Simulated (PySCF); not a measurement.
## SMILES C[N+]#CC(OC)OC, [C5H10NO2]+, charge +1

Geometry:
| atom | x (Å) | y (Å) | z (Å) |
| --- | --- | --- | --- |
| C1 | 3.345 | 0.379 | -0.730 |
| N2 | 2.077 | 0.031 | -0.348 |
| C3 | 1.028 | -0.306 | -0.021 |
| C4 | -0.321 | -0.482 | 0.537 |
| O5 | -1.134 | -1.058 | -0.414 |
| C6 | -2.306 | -1.684 | 0.111 |
| O7 | -0.718 | 0.757 | 1.029 |
| C8 | -1.166 | 1.714 | 0.070 |
| H9 | 4.011 | 0.335 | 0.136 |
| H10 | 3.700 | -0.315 | -1.498 |
| H11 | 3.337 | 1.394 | -1.134 |
| H12 | -0.199 | -1.125 | 1.436 |
| H13 | -2.866 | -2.016 | -0.758 |
| H14 | -2.903 | -0.978 | 0.692 |
| H15 | -2.037 | -2.543 | 0.731 |
| H16 | -1.688 | 2.472 | 0.649 |
| H17 | -1.848 | 1.263 | -0.652 |
| H18 | -0.321 | 2.169 | -0.453 |

Total charge +1.

Method used: GIAO CAM-B3LYP/pcSseg-1 magnetisability, rotational g tensor and spin-rotation constants, non-relativistic, gas phase in PySCF 2.14.0. Geometry: GFN2-xTB.

For an ion the centre-of-mass motion in the field is neglected.

Problem. Give the nuclear spin-rotation constants along the inertial axes (H = +C I·J) beside the isotropic shieldings.

Solution. Rotational constants 3.4484, 1.1653, 0.9560 GHz. A star marks the isotopologue with that one atom substituted, in its own axes.
```tsv
atom	isotope	Caa (kHz)	Cbb (kHz)	Ccc (kHz)	mean (kHz)	σ (ppm)
N2	14N	0.091	0.167	0.130	0.130	88.9
H9	1H	-0.291	-0.145	-0.013	-0.149	27.6
H10	1H	-0.359	-0.033	-0.085	-0.159	27.6
H11	1H	-0.374	-0.035	-0.079	-0.163	27.6
H12	1H	-0.326	-0.125	0.019	-0.144	25.6
H13	1H	-0.305	-0.107	-0.009	-0.141	27.3
H14	1H	-0.266	-0.008	-0.105	-0.127	27.6
H15	1H	-0.397	-0.060	-0.034	-0.164	28.0
H16	1H	-0.303	0.011	-0.108	-0.133	27.3
H17	1H	-0.210	-0.096	-0.049	-0.118	27.6
H18	1H	0.025	-0.125	-0.108	-0.069	28.5
C1	13C*	0.392	0.186	0.152	0.243	161.8
C3	13C*	0.122	0.483	0.386	0.331	70.2
C4	13C*	0.939	0.271	0.252	0.488	88.3
O5	17O*	-0.396	-0.087	-0.081	-0.188	282.2
C6	13C*	0.494	0.286	0.217	0.332	122.6
```
For the geometry as given, no vibrational averaging.

Problem. How do the rotational constants and the g tensor change when H9, H10, H11, H12, H13, H14, H15, H16, H17, H18 are replaced by deuterium?

Solution. Constants 2.8422, 0.9815, 0.8082 GHz; g 0.0056, 0.0080, 0.0088, against 0.0067, 0.0096, 0.0103 before.
